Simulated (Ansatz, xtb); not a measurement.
# A geometry optimisation of CH3B2ClF+ with r2SCAN-D4/def2-SVP

The starting geometry of this gas-phase singlet was built from a drawn formula by distance geometry; its bonds are those of `FC[B+]BCl`.

```xyz
8

C    -2.9262   -0.6875    0.6079
B    -1.4018    0.2209    0.5706
B    -0.4179    1.2288   -0.2065
Cl    1.3975    1.1025   -0.0034
F    -2.9373   -1.0537    1.9134
H    -3.7618    0.0024    0.3335
H    -2.8845   -1.5230   -0.0697
H    -0.7737    1.8515   -1.1918
```

Predict what it relaxes into with r2SCAN-D4/def2-SVP.

A new bond forms, giving a structure with Cl4 bridging B3 and B2, given below by its coordinates. Distances that change by over a tenth: C1–B2 (1.77 → 1.53 Å). Contacts that close: B2–Cl4 (2.99 → 1.91 Å).

The energy falls by 1.56 eV over 22 steps:

```csv
step,E − E(last) (eV)
1,1.556
3,0.446
6,0.314
8,0.302
10,0.261
13,0.200
15,0.103
17,0.027
20,0.001
22,0.000
```

Final geometry (Å):

```xyz
8

C    -2.6715   -0.5815    0.7207
B    -1.5987    0.2954    0.0783
B    -0.6272    1.2664   -0.7969
Cl    0.1355    0.6506    0.7981
F    -2.3033   -1.1308    1.9095
H    -3.5983    0.0292    0.8306
H    -2.9593   -1.3701   -0.0137
H    -0.0829    1.9828   -1.5727
```

From the same start GFN2-xTB ends elsewhere, differing in B2–Cl4 (3.16 against 1.91 Å here), B2–H8 (1.17 against 2.81 Å here), B3–H8 (2.47 against 1.19 Å here).

No frequencies were run, so the end isn't proven a minimum. Run with Ansatz 0.2.0, 2.6 min on 1 thread of AMD EPYC (Zen 3), with other jobs on the host.
